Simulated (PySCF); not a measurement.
# Reading the logs of faulty runs: BCFH4Si

Calculated results; nothing here was measured. The program is PySCF 2.14.0, an open-source quantum chemistry code, run on an isolated molecule that a program drew, which may never have been made. The molecule is BCFH4Si (charge 0, singlet), drawn as the SMILES string `BC[Si]F`.

Each row is a Hartree-Fock (HF) and frozen-core CCSD(T) single point in the cc-pV(D+d)Z basis, meant for a local HF minimum. Run 1 is clean. Each other run has one planted mistake out of seven kinds, and not every kind appears here: one electron removed, one electron added, multiplicity raised by two, geometry at a saddle point, minimal basis STO-3G, one bond length entered in bohr, all coordinates scaled. The reference is restricted for singlets and unrestricted otherwise, and also for a bond in bohr. Adding or removing an electron swaps singlet and doublet. Electrons count all cores. HOMO and LUMO are orbital energies over both spins, the gradient is its largest component, and the lowest frequency (negative if imaginary) is given only where the gradient is small. Bond lengths are over the 7 bonds as drawn. T1 is the CCSD diagnostic: over 0.02 (restricted) or 0.045 (unrestricted) a single reference is doubtful.

Geometry of the clean run:
```xyz
8
BCFH4Si, angstrom
B    -1.8545    0.4255    0.2803
C    -0.5552   -0.4330    0.1852
Si   -0.8129   -2.2187   -0.4287
F    -1.9919   -1.9659   -1.5338
H    -2.2548    1.0515   -0.6603
H    -2.4951    0.4422    1.2984
H    -0.0007   -0.5246    1.1252
H     0.1342   -0.0562   -0.5900
```

| run | electrons | basis functions | <S^2> | HOMO (eV) | LUMO (eV) | gradient (hartree/bohr) | lowest frequency (cm^-1) | mean bond (Å) | longest bond (Å) | T1 | HF (hartree) | CCSD(T) (hartree) | mistake |
|---|---|---|---|---|---|---|---|---|---|---|---|---|---|
| 1 | 38 | 85 | 0.000 | -9.28 | 1.04 | 1.1e-05 | 26 | 1.3860 | 1.906 | 0.0154 | -453.26536 | -453.81518 | no fault |
| 2 | 38 | 28 | 0.000 | -6.36 | 6.10 | 2.3e-02 | - | 1.3860 | 1.906 | 0.0196 | -447.71876 | -447.90341 | minimal basis STO-3G |
| 3 | 38 | 85 | 0.000 | -8.97 | 1.54 | 8.0e-02 | - | 1.2751 | 1.753 | 0.0141 | -453.21196 | -453.75307 | all coordinates scaled |
| 4 | 37 | 85 | 0.778 | -17.61 | -7.27 | 4.2e-02 | - | 1.3860 | 1.906 | 0.0199 | -452.96256 | -453.48441 | ? |

**Which mistake was planted in run 4, and what did it cost?**

It counts 37 electrons, one fewer than the clean run, at the same geometry and basis. So the mistake is: one electron removed. Subtracting run 1 and multiplying by 627.51 kcal/mol a hartree, the energy moved by 190.0 kcal/mol in HF and 207.6 kcal/mol in CCSD(T).

